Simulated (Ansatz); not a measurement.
```yaml
crystal:
  periodic: [false, false, false]
  atoms:
    - {symbol: O, position_ang: [-0.979024, -0.726876, 0.163022]}
    - {symbol: In, position_ang: [0.256757, 0.834307, -0.055280]}
    - {symbol: Br, position_ang: [2.672640, 0.301937, -0.433694]}
    - {symbol: H, position_ang: [-1.894873, -0.469568, 0.305652]}
basis:
  gaussian: {orbitals: def2-TZVP, nuclear_model: gaussian}
magnetization: {spin_polarized: true, initial_magnetization: 1}
hamiltonian: {xc: {name: BLYP}, dispersion: d3bjatm}
output: {forces: true}
```

```sh
$ ansatz run in.yaml --threads 2 --pin off --events-out ev --progress --plain --max-ram 32768MiB --backend cpu
```

It prints (some lines left out):

```
Functional definition: BLYP
  name "BLYP"
  cite "Becke, Phys. Rev. A 38, 3098 (1988) doi:10.1103/PhysRevA.38.3098"
  cite "Lee, Yang & Parr, Phys. Rev. B 37, 785 (1988) doi:10.1103/PhysRevB.37.785"
  parameter beta = 0.0042
  parameter a = 0.04918
  parameter b = 0.132
  parameter c = 0.2533
  parameter d = 0.349
  exchange = b88_x(beta = beta)
  correlation = lyp_c(a = a, b = b, c = c, d = d)
959 factors; their error is unknown
mean field evaluation 1: about -77274.8270 eV, gradient 5.4e1 eV
mean field evaluation 2: about -77109.1866 eV, gradient 1.5e2 eV
mean field evaluation 4: about -77282.4213 eV, gradient 2.3e1 eV
mean field evaluation 8: about -77285.0651 eV, gradient 2.1e-1 eV
mean field evaluation 16: about -77285.0380 eV, gradient 1.5e-4 eV
mean field -77285.03800572 eV, -2840.1727610301 hartree, gradient 9.5e-6 eV, S^2 0.751808; 0 other end points of the search recorded, 0 dependent functions left out
the calculation of the forces begins
reference -77285.03831481 eV, -2840.1727723887 hartree; 33, 32 occupied and 102, 103 virtual orbitals, 959 factors
Total energy: -77285.20991020 eV, -2840.1790784030 hartree
Atom 0 at    -0.979024    -0.726876     0.163022 Å, force     0.098048    -0.821114    -0.004538 eV/Å
Atom 1 at     0.256757     0.834307    -0.055280 Å, force    -0.061161     0.810074    -0.001172 eV/Å
Atom 2 at     2.672640     0.301937    -0.433694 Å, force     0.614775    -0.136100    -0.096281 eV/Å
Atom 3 at    -1.894873    -0.469568     0.305652 Å, force    -0.651662     0.147139     0.101991 eV/Å
Dipole moment:    -0.530654     0.423564     0.078961 e Å
```

It took 4 s on 2 threads of a server CPU on a shared host, with 0.34 GiB of host memory at the peak.
